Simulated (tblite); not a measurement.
Start geometry of `C/C=[C]\C#CCCC` [radical] from a force field or distance geometry (Å):
```
atom  x, y, z in Å
C1     3.7053   -1.2947    1.3278
C2     3.4048   -0.1052    0.4564
C3     2.2378    0.2261    0.0434
C4     0.8294    0.6374   -0.4718
C5    -0.2626    0.9383   -0.8470
C6    -1.6012    1.3205   -1.3386
C7    -2.7095    0.8085   -0.4290
C8    -2.8606   -0.7040   -0.4701
H9     4.1623   -0.9705    2.2679
H10    2.7837   -1.8543    1.5729
H11    4.3894   -1.9678    0.8182
H12    4.2521    0.5034    0.1799
H13   -1.7508    0.9546   -2.3475
H14   -1.6530    2.4142   -1.3843
H15   -3.6607    1.2696   -0.7360
H16   -2.5343    1.1189    0.6231
H17   -3.0580   -1.0466   -1.4933
H18   -3.7117   -1.0252    0.1502
H19   -1.9720   -1.2140   -0.0978
```

Q: What comes out of this run: GFN2-xTB geometry optimisation, gas phase (tblite 0.8.0)?

A: 
```
atom  x, y, z in Å
C1     3.363   -1.270    1.295
C2     3.229   -0.110    0.344
C3     2.107    0.344   -0.129
C4     0.891    0.663   -0.498
C5    -0.207    1.038   -0.909
C6    -1.551    1.380   -1.300
C7    -2.609    0.759   -0.371
C8    -2.561   -0.763   -0.399
H9     3.832   -0.936    2.221
H10    2.390   -1.698    1.525
H11    3.997   -2.040    0.856
H12    4.171    0.353    0.060
H13   -1.722    1.034   -2.325
H14   -1.660    2.471   -1.290
H15   -3.596    1.104   -0.687
H16   -2.439    1.110    0.649
H17   -2.733   -1.135   -1.407
H18   -3.322   -1.181    0.256
H19   -1.586   -1.113   -0.066
```

The energy falls by 25.3 kcal/mol over 100 L-BFGS steps, the largest force on an atom goes from 7.84 to 0.009 eV/Å, and the atoms move by 0.271 Å rms after alignment. The bond that changes most is C3–C4 (both ends carbon bonded to 2 C), which shortens by 0.244 Å. Bonds longer at the end by more than 0.005 Å: 5 of 18; shorter: 7. Among the angles that change most is C2–C3–C4, from 179.3° to 171.4°. Rotational constants go from 4957, 653.5, 594.2 to 4583, 751.8, 667.4 MHz. The orientation of the end geometry is arbitrary; only internal coordinates are fixed.

The run took 0.5 s wall on an Arm Neoverse V2 with one thread, shared host.

Its GFN2-xTB frequencies are all real (lowest 21 cm⁻¹). 3 starts were optimised and ended at 0.00, 0.15 and 0.22 kcal/mol (GFN2-xTB); the lowest of these is shown.

One conformer stands for the species.

These are computed values.
